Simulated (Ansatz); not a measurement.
`CC[C@@H]1CCC[C@H]1C`, 24 atoms. Charge 0, multiplicity 1. Hardware: A = 4 threads of an AMD EPYC 7R13 on a shared host; B = 4 threads of an AMD EPYC 7R13 on a shared host and a share of an NVIDIA H100 80 GB. Correlated methods freeze the cores. Open-shell runs search over several starts.

(1) Give the basis size and wall time and peak host memory of each of these runs in Ansatz. UKS ωB97M-V/def2-TZVPP energy of the cation [B]; UHF-MP2/def2-QZVPP energy of the cation [B]; RHF-CCSD(T)/def2-SVP energy [B]; RKS PBE0-D4/def2-SVP energy [A]; RKS ωB97M-V/def2-SVP energy [A]; UKS r2SCAN-D4/def2-TZVPP energy of the cation [B]; UKS B2PLYP (frozen core)/def2-TZVPP energy of the cation [B]; UKS B3LYP-D4/def2-TZVPP energy of the cation [B]; UHF-CCSD(T)/def2-TZVPP energy of the cation [B]; UKS PBE0-D4/def2-TZVPP energy of the cation [B]; UKS PBE-D4/def2-TZVPP energy of the cation [B]; RKS revPBE-D4/def2-TZVPP energy [B]. (Best estimate.)

## Answers

(1) Ansatz gave: Other jobs shared the machine, so times are rough.

```
                              level                       job  functions  wall time  peak host memory (GiB)
               RKS PBE0-D4/def2-SVP                energy [A]        192      2.9 s                    0.72
           RKS revPBE-D4/def2-TZVPP                energy [B]        472      3.4 s                     1.1
               RHF-CCSD(T)/def2-SVP                energy [B]        192      3.5 s                     0.8
               RKS ωB97M-V/def2-SVP                energy [A]        192      8.5 s                    0.93
UKS B2PLYP (frozen core)/def2-TZVPP  energy of the cation [B]        472       15 s                     2.7
           UKS r2SCAN-D4/def2-TZVPP  energy of the cation [B]        472       23 s                     1.3
              UKS PBE-D4/def2-TZVPP  energy of the cation [B]        472       25 s                     1.2
            UKS B3LYP-D4/def2-TZVPP  energy of the cation [B]        472       26 s                     1.2
             UKS PBE0-D4/def2-TZVPP  energy of the cation [B]        472       29 s                     1.2
             UKS ωB97M-V/def2-TZVPP  energy of the cation [B]        472       35 s                     1.5
                 UHF-MP2/def2-QZVPP  energy of the cation [B]        936       54 s                     1.9
             UHF-CCSD(T)/def2-TZVPP  energy of the cation [B]        472      6 min                     2.6
```

B3LYP here is the variant with VWN-RPA as its local correlation; programs differ in this.
